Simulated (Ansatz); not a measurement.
# Energy profile

The step: Cl + HF → HCl + F; bonds formed: H1–Cl3; bonds broken: H1–F2 (atoms numbered as in the saddle structure below).

```csv
atom,x (Å),y (Å),z (Å)
H1,0.4484,-0.2563,0.1999
F2,-1.0588,-0.5171,0.4043
Cl3,0.6104,0.7734,-0.6041
```

Electronic energies by CCSD(T) at an estimated basis limit (MP2 extrapolated from triple and quadruple zeta, plus CCSD(T) − MP2 in triple zeta), on PBE0-D4/def2-TZVP structures; HClF, doublet; no counterpoise correction; spin–orbit coupling, which lowers free halogen atoms and radicals such as OH and SH, is left out. Computed with Ansatz 0.2.0 (basis: def2-TZVPP and def2-QZVPP); correlated methods freeze the cores; orbitals are unrestricted. Extrapolation: Hartree–Fock as exp(−7.88 √X), correlation as X^−2.97.

(1) Give the profile in eV, counted from the separated reactants. (Judge from chemistry; the value comes from the calculation.)

The T1 diagnostic stays at or below 0.038. ⟨S²⟩ of the unrestricted Hartree–Fock references: 0.76 (a pure state has 0.75).

Results:

(1) Computed:
```
                                              point      eV
separated: HF (H1, F2; singlet) + Cl (Cl3; doublet)   0.000
                                    start structure  -0.083
                                             saddle   1.621
                                      end structure   1.457
separated: HCl (H1, Cl3; singlet) + F (F2; doublet)   1.507
```

For scale, one of the runs: CCSD(T)/def2-TZVPP, 87 basis functions, launched by `ansatz run in.yaml --threads 2 --pin off --events-out ev --progress --plain --max-ram 4352MiB`. Hardware: 2 CPU threads, shared host. Wall time about 6.5 s.
